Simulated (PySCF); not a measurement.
B(Me)(OMe)(SH) (C2H7BOS), SMILES COB(C)S. Atoms are numbered in the order given.

```xyz
12

B      0.4482     0.3068     0.0000
C      1.5079     1.4713     0.0000
H      2.5357     1.0774     0.0000
H      1.3845     2.1200    -0.8841
H      1.3845     2.1200     0.8841
O      0.8785    -0.9773     0.0000
C      0.0205    -2.1013     0.0000
H     -0.6253    -2.1108     0.8948
H      0.6417    -3.0082     0.0000
H     -0.6253    -2.1108    -0.8948
S     -1.3662     0.6252     0.0000
H     -1.2762     1.9729     0.0000
```
Charge 0, spin multiplicity 1.

Geometry optimised at B3LYP-D3(BJ)/def2-SVP. This is a generated structure with no PubChem entry under its InChIKey; it may be hypothetical. The values are those of a single conformer.

All values below come from PBE0/pcSseg-1 (PySCF).

GIAO shieldings, no solvent; atoms alike by connectivity are averaged. δ = σ(ref) − σ: ¹¹B against BF3 (σ = 88.8 ppm); ¹³C against TMS (σ = 186.3 ppm); ¹H against TMS (σ = 31.56 ppm); ¹⁷O against H2O (σ = 334.2 ppm); ³³S against H2S (σ = 716.7 ppm), references at their B3LYP-D3(BJ)/def2-TZVP geometries, non-relativistic.

Computed chemical shifts:
| nucleus | atoms | count | δ (ppm) |
|---|---|---|---|
| ¹¹B | B1 | 1 | 36.3 |
| ¹³C | C7 | 1 | 57.6 |
| ¹³C | C2 | 1 | 10.3 |
| ¹H | H8, H9, H10 | 3 | 4.05 |
| ¹H | H12 | 1 | 2.21 |
| ¹H | H3, H4, H5 | 3 | 0.88 |
| ¹⁷O | O6 | 1 | 162.7 |
| ³³S | S11 | 1 | 130.2 |
